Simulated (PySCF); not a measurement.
# Correlation energy of Te (tellurium, neutral)

[Kr] 4d10 5s2 5p4, high-spin 3P determinant. Computed with PySCF 2.14 in x2c-SVPall (6s5p3d, 36 functions), with scalar relativity by spin-free X2C-1e. Frozen: [Kr] 4d10; 6 electrons correlated.

MP2 pair energies summed by pair of shells (mhartree):

```
 pair  energy  share (%)
5p-5p  -28.56       49.2
5s-5p  -24.85       42.8
5s-5s   -4.69        8.1
```

Total MP2 correlation energy: -58.10 mhartree.

Same-spin part -14.71 and opposite-spin part -43.39 mhartree; SCS-MP2 scales them by 1/3 and 6/5 to -56.97 mhartree.

```
  level  correlation energy (mhartree)
   CCSD                         -71.59
    (T)                          -0.73
CCSD(T)                         -72.32
```

Diagnostics: T1 = 0.0072, D1 = 0.0227, largest double amplitude 0.058.

Cost of the coupled-cluster step: 0.11 s of wall time on 1 thread of Neoverse-V1 (shared host), for 6 correlated electrons.
